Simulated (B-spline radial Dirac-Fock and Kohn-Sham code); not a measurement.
In the model described below, a K (1s) vacancy in Cu²²⁺ in the configuration [He] 2s2 2p3, lives for 1.1 fs, which corresponds to a natural width of 0.610 eV. Out of 1000 such holes, about 557 decay by emitting a photon and the rest by ordinary Auger emission. The strongest X-ray line is Kα1 (K-L3) at 8208.1 eV, with 66 % of the radiative rate. The strongest electron group is K-L1L3 near 5953 eV, with 24 % of the non-radiative rate.

Calculated with a radial B-spline solver, using independent-particle radiative and Coulomb Auger rates from relativistic LDA hole-state orbitals, with Dirac-Fock energies.
